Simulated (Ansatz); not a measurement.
Ansatz results at the PBE0-D4/def2-TZVP geometry: LUMO energy (B3LYP/def2-TZVPP) -0.91 eV; HOMO–LUMO gap (ωB97M-V/def2-TZVPP) 11.06 eV; HOMO energy (PBE/def2-TZVPP) -6.73 eV.

Each molecule was computed in one conformer, which needn't be the lowest.

(1) Which molecule gave them?
A. `O[Si@H](Cl)C[Si@H](O)Cl`
B. `O[Si](O)(Cl)C[SiH2]Cl`
C. `O[SiH](O)C[SiH](Cl)Cl`
D. `CO[Si@H](Cl)[Si@H](O)Cl`

## Answers

(1) D. The others give `O[Si@H](Cl)C[Si@H](O)Cl`: -0.34, 12.20, -7.13; `O[SiH](O)C[SiH](Cl)Cl`: -0.02, 12.68, -7.23; `O[Si](O)(Cl)C[SiH2]Cl`: -0.10, 13.06, -7.48.

B3LYP here is the variant with VWN-RPA as its local correlation; programs differ in this.
